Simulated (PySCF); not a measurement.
H₄B₂O, SMILES `BOB`, neutral singlet in the gas phase. 

Cartesian coordinates (Å):
```xyz
7

B     -1.2384    -0.4433     0.1887
O     -0.0006     0.0009    -0.0695
B      1.2384     0.4431    -0.3254
H     -1.9572    -0.6984    -0.7418
H     -1.5714    -0.5653     1.3384
H      1.4087     1.6294    -0.4320
H      2.1207    -0.3674    -0.4365
```
Charge 0, spin multiplicity 1.

All levels are single points at this geometry (PBE-D3(BJ)/def2-TZVP); Pople sets use spherical d functions. Orbital energies aren't observables, and empty levels follow the basis.

B3LYP/6-31G* in PySCF gives dipole (D) = 0.00.

Task: Estimate the dipole (D) from each of these levels: PBE-D3(BJ)/def2-TZVP in PySCF; B3LYP/3-21G in PySCF; B3LYP/6-311+G** in PySCF; PBE/6-31G* in PySCF; HF/6-31G* in PySCF.

Result: 
| level | dipole (D) |
|---|---|
| PBE-D3(BJ)/def2-TZVP in PySCF | 0.00 |
| B3LYP/3-21G in PySCF | 0.00 |
| B3LYP/6-311+G** in PySCF | 0.00 |
| PBE/6-31G* in PySCF | 0.00 |
| HF/6-31G* in PySCF | 0.00 |
